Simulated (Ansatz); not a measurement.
These are frozen-core CCSD(T)/def2-TZVPP // TPSS-D3(BJ)/def2-SVP in Ansatz (a first-principles code) values and carry that method's errors.

Ansatz 0.2 input:
```yaml
crystal:
  periodic: [false, false, false]
  atoms:
    - { symbol: Ta, position_ang: [-0.065667, 0.203788, -0.096048] }
    - { symbol: O, position_ang: [0.789285, 0.603569, 1.553771] }
    - { symbol: H, position_ang: [1.300385, 1.270081, 2.035167] }
    - { symbol: O, position_ang: [0.05107, 1.630973, -1.368558] }
    - { symbol: H, position_ang: [-0.202477, 1.87593, -2.273798] }
    - { symbol: C, position_ang: [-0.780155, -1.836603, 0.373319] }
    - { symbol: H, position_ang: [-1.44363, -1.797664, 1.26102] }
    - { symbol: H, position_ang: [0.085945, -2.480721, 0.627384] }
    - { symbol: H, position_ang: [-1.338743, -2.331576, -0.442535] }
    - { symbol: C, position_ang: [-2.246887, 0.532764, -0.156415] }
    - { symbol: H, position_ang: [-2.796439, 0.033027, 0.660962] }
    - { symbol: H, position_ang: [-2.644359, 0.135677, -1.113684] }
    - { symbol: H, position_ang: [-2.469524, 1.617762, -0.12262] }
    - { symbol: C, position_ang: [1.121704, -0.969124, -1.540798] }
    - { symbol: H, position_ang: [0.470038, -1.25463, -2.39285] }
    - { symbol: H, position_ang: [1.542294, -1.900542, -1.122004] }
    - { symbol: H, position_ang: [1.951195, -0.353829, -1.94241] }
basis:
  gaussian: { orbitals: def2-TZVPP }
correlation:
  method: ccsd_t
```

Output:

```
Functional definition: HF
2160 factors; integrals over basis functions are off by at most 1.1e-3 eV
mean field evaluation 1: about -8869.4844 eV, gradient 7.0e1 eV
mean field evaluation 2: about -8869.7171 eV, gradient 7.0e1 eV
mean field evaluation 4: about -8879.5655 eV, gradient 7.0e0 eV
mean field evaluation 8: about -8879.7523 eV, gradient 7.0e-1 eV
mean field evaluation 16: about -8879.7542 eV, gradient 1.9e-6 eV
mean field -8879.75419127 eV, -326.3249476155 hartree, gradient 1.9e-6 eV, S^2 0.000000; 0 other end points of the search recorded, 0 dependent functions left out
5 core orbitals not correlated
reference -8879.75419127 eV, -326.3249476155 hartree; 24, 24 occupied and 336, 336 virtual orbitals, 2160 factors
second order -39.62354281 eV of doubles, -0.00000000 eV of singles
cycle   1  -39.13197412 eV  change    4.9e-1 eV  update   1.8e-1
cycle   2  -40.10928210 eV  change   -9.8e-1 eV  update   7.2e-2
cycle   3  -40.42456220 eV  change   -3.2e-1 eV  update   3.5e-2
cycle   4  -40.41786842 eV  change    6.7e-3 eV  update   1.1e-2
cycle   5  -40.40546922 eV  change    1.2e-2 eV  update   5.3e-3
cycle   6  -40.40743853 eV  change   -2.0e-3 eV  update   2.2e-3
cycle   7  -40.40778349 eV  change   -3.4e-4 eV  update   9.5e-4
cycle   8  -40.40731566 eV  change    4.7e-4 eV  update   4.1e-4
cycle   9  -40.40753332 eV  change   -2.2e-4 eV  update   2.0e-4
cycle  10  -40.40770943 eV  change   -1.8e-4 eV  update   8.7e-5
cycle  11  -40.40755300 eV  change    1.6e-4 eV  update   3.9e-5
cycle  12  -40.40759151 eV  change   -3.9e-5 eV  update   2.1e-5
perturbative correction -1.76036113 eV, -0.0646920784 hartree
Total energy: -8921.92214391 eV, -327.8745912925 hartree
```

Cost: roughly 3 core-hours.
